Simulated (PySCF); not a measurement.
WOSFCl, SMILES [O]=[W]([F])(=[S])[Cl], multiplicity 1. Coordinates come from a PBE-D3(BJ)/def2-SVP optimisation. The spin state was assumed, not searched. The structure was generated by enumeration; whether it is a known compound was not checked. The def2 effective core potentials stand for the cores of W; spin–orbit coupling is left out.

Problem. Give the equilibrium geometry at PBE-D3(BJ)/def2-SVP (PySCF confirms it by a frequency run) as a Z-matrix. (Estimate from the structure and the level; the computed values follow.)

Solution. 
```
W
O 1 1.7115
F 1 1.8702 2 109.30
S 1 2.1456 2 106.38 3 117.34
Cl 1 2.2751 2 108.07 3 -126.87
```
Charge 0, spin multiplicity 1.
